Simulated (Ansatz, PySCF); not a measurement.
I4Sn, SMILES [I][Sn-]([I])([I])[I] (connectivity only; charge and spin as stated), charge -1, multiplicity 2. Atoms are numbered in the order given.

```xyz
5

Sn     0.0000     0.0000     0.0000
I      1.6739     1.6739     1.6739
I     -1.6739     1.6739    -1.6739
I     -1.6739    -1.6739     1.6739
I      1.6739    -1.6739    -1.6739
```
Charge -1, spin multiplicity 2.

Geometry: B3LYP-D3(BJ)/def2-SVPD. The def2 effective core potentials stand for the cores of I, Sn; spin–orbit coupling is left out.

Two levels are set side by side: PBE-D3(BJ)/def2-SVPD (Ansatz, an electronic-structure program) and B3LYP-D3(BJ)/def2-SVPD (Ansatz). Each level has its own optimised geometry; the coordinates shown are those of the second. Frequencies come from the Hessian of PySCF at each geometry. Differences are taken from unrounded values.

| quantity | B3LYP-D3(BJ) |
|---|---|
| mean bond length (Å) | 2.899 |
| bond Sn1–I2 (Å) | 2.899 |
| bond Sn1–I3 (Å) | 2.899 |
| bond Sn1–I4 (Å) | 2.899 |
| bond Sn1–I5 (Å) | 2.899 |
| highest harmonic wavenumber (cm⁻¹) | 158 |
| mean harmonic wavenumber (cm⁻¹) | 80 |
| zero-point energy (kcal/mol) | 1.03 |

Q: What does PBE-D3(BJ) give, and how far is it from B3LYP-D3(BJ)? (The exact figures need the calculation; the answer reports its results.)

A: 
```json
[
 {"quantity": "mean bond length (Å)", "PBE-D3(BJ)": "2.894", "PBE-D3(BJ) minus B3LYP-D3(BJ)": "-0.006"},
 {"quantity": "bond Sn1–I2 (Å)", "PBE-D3(BJ)": "2.894", "PBE-D3(BJ) minus B3LYP-D3(BJ)": "-0.006"},
 {"quantity": "bond Sn1–I3 (Å)", "PBE-D3(BJ)": "2.894", "PBE-D3(BJ) minus B3LYP-D3(BJ)": "-0.006"},
 {"quantity": "bond Sn1–I4 (Å)", "PBE-D3(BJ)": "2.894", "PBE-D3(BJ) minus B3LYP-D3(BJ)": "-0.006"},
 {"quantity": "bond Sn1–I5 (Å)", "PBE-D3(BJ)": "2.894", "PBE-D3(BJ) minus B3LYP-D3(BJ)": "-0.006"},
 {"quantity": "highest harmonic wavenumber (cm⁻¹)", "PBE-D3(BJ)": "157", "PBE-D3(BJ) minus B3LYP-D3(BJ)": "-1"},
 {"quantity": "mean harmonic wavenumber (cm⁻¹)", "PBE-D3(BJ)": "80", "PBE-D3(BJ) minus B3LYP-D3(BJ)": "0"},
 {"quantity": "zero-point energy (kcal/mol)", "PBE-D3(BJ)": "1.03", "PBE-D3(BJ) minus B3LYP-D3(BJ)": "0.00"}
]
```

Here PBE gives about what the other level gives.
